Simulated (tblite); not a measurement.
C₆H₁₁BSSi.
SMILES with atom numbers: `[CH3:1][C:2]#[C:3][B:4]1[CH2:5][CH2:6][SiH2:7][CH2:8][S:9]1` (hydrogens: H10, H11, H12 on C1; H13, H14 on C5; H15, H16 on C6; H17, H18 on Si7; H19, H20 on C8)

Computed with GFN2-xTB (tblite), gas phase: L-BFGS steps from a force-field or distance-geometry start until the largest atomic force falls under 0.01 eV/Å.

The end geometry, which sets the zero of energy:
```
atom  x, y, z in Å
C1      4.4182    0.0443   -0.4220
C2      2.9968    0.1462   -0.1878
C3      1.8080    0.2315    0.0103
B4      0.3302    0.3294    0.2547
C5     -0.5108   -0.9303    0.7460
C6     -1.6320   -1.3202   -0.2386
Si7    -2.8809    0.0910   -0.5174
C8     -2.1900    1.5938    0.4288
S9     -0.4433    1.9065   -0.0280
H10     4.7665    0.8958   -1.0066
H11     4.9458    0.0309    0.5321
H12     4.6446   -0.8756   -0.9615
H13    -0.9654   -0.7189    1.7199
H14     0.1399   -1.7967    0.8950
H15    -2.1413   -2.2110    0.1355
H16    -1.1735   -1.6081   -1.1868
H17    -4.1955   -0.2163    0.0589
H18    -2.9805    0.4460   -1.9356
H19    -2.7172    2.5144    0.1916
H20    -2.2249    1.4581    1.5084
```

Task: These geometries come from the run, each turned onto the end geometry. Order them by energy, lowest first.
A.
```
atom  x, y, z in Å
C1      4.4886    0.1233   -0.2875
C2      3.0459    0.1322   -0.2009
C3      1.8401    0.1390   -0.1068
B4      0.3497    0.2274    0.0779
C5     -0.5117   -1.0098    0.5976
C6     -1.7400   -1.3392   -0.2743
Si7    -2.9856    0.0971   -0.3744
C8     -2.1055    1.6261    0.3504
S9     -0.3833    1.8204   -0.2359
H10     4.8424    1.0092   -0.8137
H11     4.9114    0.1187    0.7172
H12     4.8317   -0.7675   -0.8134
H13    -0.8664   -0.7913    1.6120
H14     0.1131   -1.9058    0.6748
H15    -2.2323   -2.2293    0.1263
H16    -1.3906   -1.6112   -1.2731
H17    -4.1719   -0.1044    0.4721
H18    -3.3668    0.3547   -1.7670
H19    -2.6166    2.5468    0.0774
H20    -2.0574    1.5746    1.4385
```
B.
```
atom  x, y, z in Å
C1      4.4559    0.1216   -0.3570
C2      3.0209    0.1206   -0.1973
C3      1.8205    0.1349   -0.0622
B4      0.3392    0.2309    0.1536
C5     -0.5302   -0.9910    0.6824
C6     -1.7185   -1.3444   -0.2356
Si7    -2.9294    0.1094   -0.4637
C8     -2.1173    1.6015    0.3955
S9     -0.3891    1.8210   -0.1711
H10     4.7725    1.0054   -0.9121
H11     4.9252    0.1267    0.6277
H12     4.7714   -0.7699   -0.8987
H13    -0.9230   -0.7523    1.6767
H14     0.0924   -1.8824    0.8035
H15    -2.2410   -2.2102    0.1771
H16    -1.3197   -1.6673   -1.1995
H17    -4.2112   -0.1371    0.2091
H18    -3.1211    0.4583   -1.8740
H19    -2.6218    2.5366    0.1641
H20    -2.0811    1.4985    1.4786
```
C.
```
atom  x, y, z in Å
C1      4.4952    0.0897   -0.2071
C2      3.0539    0.1536   -0.1354
C3      1.8468    0.1948   -0.0938
B4      0.3521    0.2713    0.0358
C5     -0.4638   -1.0070    0.5131
C6     -1.7329   -1.3127   -0.3098
Si7    -3.0378    0.0744   -0.2820
C8     -2.1364    1.6550    0.2828
S9     -0.4191    1.8280   -0.3410
H10     4.8862    0.9636   -0.7285
H11     4.9185    0.0530    0.7979
H12     4.8030   -0.8096   -0.7411
H13    -0.7439   -0.8967    1.5670
H14     0.1897   -1.8852    0.4695
H15    -2.1567   -2.2459    0.0682
H16    -1.4351   -1.5013   -1.3459
H17    -4.0794   -0.1498    0.7272
H18    -3.6393    0.2876   -1.6018
H19    -2.6377    2.5635   -0.0477
H20    -2.0688    1.6847    1.3696
```
D.
```
atom  x, y, z in Å
C1      4.2316    0.2446   -0.4384
C2      2.9452    0.0227    0.1753
C3      1.8179   -0.1105    0.5906
B4      0.3308   -0.0072    0.7553
C5     -0.5841   -1.3081    0.7760
C6     -1.6007   -1.2854   -0.3769
Si7    -2.8501    0.1371   -0.2206
C8     -1.9069    1.7911    0.0068
S9     -0.2004    1.7034    0.7156
H10     4.1693    1.1730   -1.0109
H11     5.0128    0.3415    0.3141
H12     4.4749   -0.5792   -1.1100
H13    -1.1234   -1.4094    1.7262
H14     0.0530   -2.1937    0.6703
H15    -2.1346   -2.2343   -0.4488
H16    -1.0470   -1.1939   -1.3125
H17    -3.7104   -0.0827    0.9549
H18    -3.6683    0.2210   -1.4411
H19    -1.7415    2.2896   -0.9554
H20    -2.4734    2.4912    0.6265
```
E.
```
atom  x, y, z in Å
C1      4.5032    0.0927   -0.2036
C2      3.0689    0.1461   -0.0230
C3      1.8662    0.1315    0.0938
B4      0.3646    0.1901    0.1871
C5     -0.5064   -1.1014    0.5141
C6     -1.6953   -1.2512   -0.4537
Si7    -3.0252    0.0359   -0.0615
C8     -2.1540    1.7251    0.1238
S9     -0.3344    1.7925   -0.1515
H10     4.8610    0.9698   -0.7439
H11     5.0081    0.0450    0.7614
H12     4.7659   -0.8011   -0.7708
H13    -0.8840   -1.0492    1.5417
H14     0.1124   -2.0024    0.4656
H15    -2.1031   -2.2621   -0.4034
H16    -1.3308   -1.1180   -1.4742
H17    -3.6624   -0.2694    1.2251
H18    -4.0077    0.1474   -1.1427
H19    -2.5417    2.4395   -0.6007
H20    -2.3108    2.1501    1.1134
```

Result: B (0.009 eV), A (0.019 eV), C (0.039 eV), E (0.088 eV), D (0.296 eV).

In the order of the answer:

| step | E above end (eV) | largest force (eV/Å) | rms force component (eV/Å) | rms distance from end (Å) | rms bond change (Å) | bond most changed (Å) |
| --- | --- | --- | --- | --- | --- | --- |
| 145 | 0.009 | 0.07 | 0.021 | 0.127 | 0.001 | B4–C5 -0.002 |
| 124 | 0.019 | 0.11 | 0.031 | 0.223 | 0.002 | C3–B4 +0.003 |
| 114 | 0.039 | 0.11 | 0.034 | 0.337 | 0.001 | C8–S9 +0.003 |
| 64 | 0.088 | 0.11 | 0.033 | 0.574 | 0.004 | C6–Si7 -0.013 |
| 42 | 0.296 | 0.23 | 0.075 | 0.717 | 0.007 | C8–S9 +0.018 |

What follows is the cost of the whole relaxation. On an Arm Neoverse N1 with one thread, shared host with 64 logical CPUs at a one-minute load of 58, this took 2.8 s.
